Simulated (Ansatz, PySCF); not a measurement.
Process, species as SMILES: Cl[Si](Cl)Cl -> Cl[Si]Cl + Cl atom (the Cl-Si bond at the site shown breaks; other sites are not compared here)
Geometries: B3LYP-D3(BJ)/def2-TZVP minima from Ansatz (a quantum-chemistry and plane-wave program). Unstable Hartree-Fock reference: Cl[Si]Cl.

Property: bond dissociation energy (enthalpy at 298 K, with B3LYP-D3(BJ) rigid-rotor harmonic-oscillator terms from PySCF), in kJ/mol. Cores are frozen in the correlated levels unless marked. Open shells are spin-unrestricted. No spin-orbit coupling. No relativistic terms. FCI takes restricted orbitals. Basis-set limits of correlation are two-point, X^-3; Hartree-Fock from the larger set. [CCSD(T)-MP2]/basis is that difference in the basis named.

| level | program | bond dissociation energy (kJ/mol) |
|---|---|---|
| HF-D3(BJ)/def2-TZVPD | PySCF + dftd3 | 279.6 |
| PBE/def2-TZVPD | Ansatz | ? |
| r2SCAN-D3(BJ)/def2-TZVPD | Ansatz + dftd3 | 313.2 |
| PBE0-D3(BJ)/def2-TZVP | Ansatz + dftd3 | 299.3 |
| BHLYP/def2-TZVPD | Ansatz | 262.6 |
| TPSSh-D4/def2-TZVPD | PySCF + dftd4 | ? |
| HSE06-D3(BJ)/def2-TZVPD | Ansatz + dftd3 | 298.5 |
| LC-wPBE/def2-TZVPD | Ansatz | 298.6 |
| SCS-MP2/STO-3G | Ansatz | 196.6 |
| SCS-MP2/cc-pVTZ | Ansatz | 266.9 |
| CCSD/cc-pV(T+d)Z | Ansatz | ? |
| CCSD/cc-pVTZ | Ansatz | ? |
| FCI/STO-3G | Ansatz | 192.6 |
| RI-MP2/CBS(cc-pV(T+d)Z,cc-pV(Q+d)Z)+[CCSD(T)-MP2]/cc-pV(T+d)Z | Ansatz | 280.0 |

Some entries are withheld; supply them.


- PBE/def2-TZVPD, bond dissociation energy (kJ/mol): 287.8
- TPSSh-D4/def2-TZVPD, bond dissociation energy (kJ/mol): 296.9
- CCSD/cc-pV(T+d)Z, bond dissociation energy (kJ/mol): 258.4
- CCSD/cc-pVTZ, bond dissociation energy (kJ/mol): 253.2
